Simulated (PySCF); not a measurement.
P²⁺: ionisation energy

P²⁺ [Ne] 3s2 3p1 (2P) → P³⁺ [Ne] 3s2 (1S), as a difference of total energies. Computed with PySCF 2.14 in aug-cc-pV(D+d)Z, with no relativity, point nucleus. Correlated levels: valence: [Ne] frozen. The calculations carry no spin-orbit coupling.

| method | ionisation energy (eV) | plus first-order spin-orbit estimate | error of that sum (eV) |
| --- | --- | --- | --- |
| UHF | 29.580 | 29.619 | -0.584 |
| LDA | 30.216 | 30.256 | +0.053 |
| PBE | 30.276 | 30.316 | +0.113 |
| PBE0 | 30.288 | 30.328 | +0.125 |
| r2SCAN | 30.368 | 30.408 | +0.205 |
| BHandHLYP | 30.172 | 30.212 | +0.009 |
| M06-2X | 29.975 | 30.015 | -0.188 |
| M06-L | 30.082 | 30.121 | -0.082 |
| PW91 | 30.359 | 30.398 | +0.195 |
| MP2 (valence) | 29.763 | 29.803 | -0.400 |
| SCS-MP2 (valence) | 29.744 | 29.784 | -0.419 |

Reference: 30.203 eV (measured; NIST Atomic Spectra Database, ionization energies).

A first-order spin-orbit estimate (lowest level to lowest level, LS coupling) adds 0.040 eV.

Errors of the correlated levels include the incompleteness of this basis and the frozen core.
